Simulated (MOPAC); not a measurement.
Input file for MOPAC: PM3 on CH6OSi (SMILES CO[SiH3]), a point of a torsion scan.

```
PM3 1SCF PRECISE CHARGE=0 THREADS=1
CH6OSi

C      1.37931758 1    -0.05456733 1     0.05624573 1
O      0.14259446 1    -0.09750085 1    -0.58520894 1
Si    -1.35634695 1     0.08703528 1    -0.00133864 1
H      1.88344477 1    -1.01509958 1    -0.07674305 1
H      1.98909908 1     0.73008265 1    -0.39854947 1
H      1.28431986 1     0.14808878 1     1.12449713 1
H     -1.66333491 1    -0.91743918 1     1.02307798 1
H     -2.10164604 1    -0.09050780 1    -1.23464644 1
H     -1.53643266 1     1.40771127 1     0.61191598 1
```

Output:

```
*******************************************************************************
 **                                                                           **
 **                              MOPAC v23.2.5                                **
 **                                                                           **
 *******************************************************************************
 ** MOPAC's Digital Object Identifier: https://doi.org/10.5281/zenodo.6511958 **
 **                                                                           **
 ** Please cite the open-source release paper for use of this MOPAC version:  **
 ** J. E. Moussa and J. J. P. Stewart (2026)                                  **
 ** MOPAC: An open-source semiempirical molecular orbital program             **
 ** J. Open Source Softw., 11(119), 8025, https://doi.org/10.21105/joss.08025 **
 *******************************************************************************

                              PM3 CALCULATION RESULTS

 *******************************************************************************
 *  PM3        - The PM3 Hamiltonian to be used
 *
 *
 *
 *                 CHARGE ON SYSTEM = 0
 *
 *
 *
 *  PRECISE    - TIGHTER CRITERIA TO BE USED
 *  1SCF       - DO 1 SCF AND THEN STOP
 *  THREADS=1  - MULTI-THREADING NOT USED
 *  T=         - A TIME OF 172800.0 SECONDS REQUESTED
 *  DUMP=N     - RESTART FILE WRITTEN EVERY 7200.0 SECONDS REQUESTED
 *******************************************************************************
PM3 1SCF PRECISE CHARGE=0 THREADS=1
 CH6OSi

   ATOM   CHEMICAL          X               Y               Z
  NUMBER   SYMBOL      (ANGSTROMS)     (ANGSTROMS)     (ANGSTROMS)

     1       C          1.37931758  *  -0.05456733  *   0.05624573  *
     2       O          0.14259446  *  -0.09750085  *  -0.58520894  *
     3      Si         -1.35634695  *   0.08703528  *  -0.00133864  *
     4       H          1.88344477  *  -1.01509958  *  -0.07674305  *
     5       H          1.98909908  *   0.73008265  *  -0.39854947  *
     6       H          1.28431986  *   0.14808878  *   1.12449713  *
     7       H         -1.66333491  *  -0.91743918  *   1.02307798  *
     8       H         -2.10164604  *  -0.09050780  *  -1.23464644  *
     9       H         -1.53643266  *   1.40771127  *   0.61191598  *



          CARTESIAN COORDINATES

    NO.       ATOM           X           Y           Z

     1         C          1.3793     -0.0546      0.0562
     2         O          0.1426     -0.0975     -0.5852
     3        Si         -1.3563      0.0870     -0.0013
     4         H          1.8834     -1.0151     -0.0767
     5         H          1.9891      0.7301     -0.3985
     6         H          1.2843      0.1481      1.1245
     7         H         -1.6633     -0.9174      1.0231
     8         H         -2.1016     -0.0905     -1.2346
     9         H         -1.5364      1.4077      0.6119

  H: (PM3): J. J. P. STEWART, J. COMP. CHEM. 10, 209 (1989).
  C: (PM3): J. J. P. STEWART, J. COMP. CHEM. 10, 209 (1989).
  O: (PM3): J. J. P. STEWART, J. COMP. CHEM. 10, 209 (1989).
 Si: (PM3): J. J. P. STEWART, J. COMP. CHEM. 10, 209 (1989).

           Empirical Formula: C H6 O Si  =     9 atoms



      MOLECULAR POINT GROUP   :   Cs


      RHF CALCULATION, NO. OF DOUBLY OCCUPIED LEVELS = 10


 -------------------------------------------------------------------------------
 PM3 1SCF PRECISE CHARGE=0 THREADS=1
 CH6OSi



     1SCF WAS SPECIFIED, SO BFGS WAS NOT USED
     SCF FIELD WAS ACHIEVED


                              PM3 CALCULATION
                                                       MOPAC v23.2.5 Linux




          FINAL HEAT OF FORMATION =        -54.64917 KCAL/MOL =    -228.65212 KJ/MOL


          COSMO AREA              =        107.54 SQUARE ANGSTROMS
          COSMO VOLUME            =         94.14 CUBIC ANGSTROMS

          IONIZATION POTENTIAL    =          9.689894 EV
          HOMO LUMO ENERGIES (EV) =         -9.690  0.927
          NO. OF FILLED LEVELS    =         10
          MOLECULAR WEIGHT        =         62.1433         POINT GROUP:  Cs

          MOLECULAR DIMENSIONS (Angstroms)

            Atom       Atom       Distance
            H     8    H     5     4.25519
            H     9    H     4     3.29084
            H     7    H     5     2.33992


          SCF CALCULATIONS        =          1





   ATOM   CHEMICAL          X               Y               Z
  NUMBER   SYMBOL      (ANGSTROMS)     (ANGSTROMS)     (ANGSTROMS)

     1       C          1.37931758  *  -0.05456733  *   0.05624573  *
     2       O          0.14259446  *  -0.09750085  *  -0.58520894  *
     3      Si         -1.35634695  *   0.08703528  *  -0.00133864  *
     4       H          1.88344477  *  -1.01509958  *  -0.07674305  *
     5       H          1.98909908  *   0.73008265  *  -0.39854947  *
     6       H          1.28431986  *   0.14808878  *   1.12449713  *
     7       H         -1.66333491  *  -0.91743918  *   1.02307798  *
     8       H         -2.10164604  *  -0.09050780  *  -1.23464644  *
     9       H         -1.53643266  *   1.40771127  *   0.61191598  *

                             CARTESIAN COORDINATES

   1    C        1.379317580    -0.054567330     0.056245730
   2    O        0.142594460    -0.097500850    -0.585208940
   3   Si       -1.356346950     0.087035280    -0.001338640
   4    H        1.883444770    -1.015099580    -0.076743050
   5    H        1.989099080     0.730082650    -0.398549470
   6    H        1.284319860     0.148088780     1.124497130
   7    H       -1.663334910    -0.917439180     1.023077980
   8    H       -2.101646040    -0.090507800    -1.234646440
   9    H       -1.536432660     1.407711270     0.611915980


           Empirical Formula: C H6 O Si  =     9 atoms



      MOLECULAR POINT GROUP   :   Cs


                  EIGENVALUES
 -37.15729 -26.24583 -17.58491 -15.65958 -15.47819 -14.39111 -12.03287 -11.57601
 -10.58832  -9.68989   0.92734   1.52758   2.49388   2.52775   4.18107   4.75034
   4.78806   5.93016


              NET ATOMIC CHARGES AND DIPOLE CONTRIBUTIONS

  ATOM NO.   TYPE          CHARGE      No. of ELECS.   s-Pop       p-Pop
    1          C           0.136275        3.8637     1.11715     2.74657
    2          O          -0.473408        6.4734     1.77259     4.70082
    3         Si           0.717666        3.2823     0.90539     2.37695
    4          H           0.009251        0.9907     0.99075
    5          H           0.009761        0.9902     0.99024
    6          H          -0.008940        1.0089     1.00894
    7          H          -0.144295        1.1443     1.14429
    8          H          -0.102056        1.1021     1.10206
    9          H          -0.144253        1.1443     1.14425
 DIPOLE           X         Y         Z       TOTAL
 POINT-CHG.    -0.727     0.174     0.765     1.070
 HYBRID         0.533     0.017     0.267     0.597
 SUM           -0.194     0.190     1.032     1.067


          ATOMIC ORBITAL ELECTRON POPULATIONS

     Atom    s        px        py        pz
    1  C   1.11715   0.85015   0.96933   0.92709
    2  O   1.77259   1.21022   1.92130   1.56930
    3 Si   0.90539   0.66739   0.85943   0.85013
    4  H   0.99075
    5  H   0.99024
    6  H   1.00894
    7  H   1.14429
    8  H   1.10206
    9  H   1.14425

 **********************
 *                    *
 * JOB ENDED NORMALLY *
 *                    *
 **********************




 == MOPAC DONE ==
```

The run finished.

Cost: around 0.03 core-seconds (rough).
